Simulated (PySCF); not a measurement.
**How methods differ on the ionisation energy of Co²⁺**

Co²⁺ [Ar] 3d7 (4F) → Co³⁺ [Ar] 3d6 (5D), as a difference of total energies. All numbers are calculated (PySCF 2.14, no relativity, point nucleus, in aug-cc-pVDZ). Correlated levels: valence: [Ar] frozen. The calculations carry no spin-orbit coupling.

```tsv
method	ionisation energy (eV)
UHF	31.693
M06-2X	33.609
B3LYP	34.362
MP2 (valence)	33.369
SCS-MP2 (valence)	33.375
```

**Question.** How much does correlation contribute at MP2 (valence)?

**Answer.** 33.369 − (31.693) = 1.676 eV, measured against UHF.

These non-relativistic numbers lack the scalar-relativistic shift.

The reference lies between the lowest fine-structure levels, while these numbers refer to the centres of the terms.

Errors of the correlated levels include the incompleteness of this basis and the frozen core.

For comparison: 33.5 ± 0.06 eV (semi-empirical (NIST evaluation); NIST Atomic Spectra Database, ionization energies).
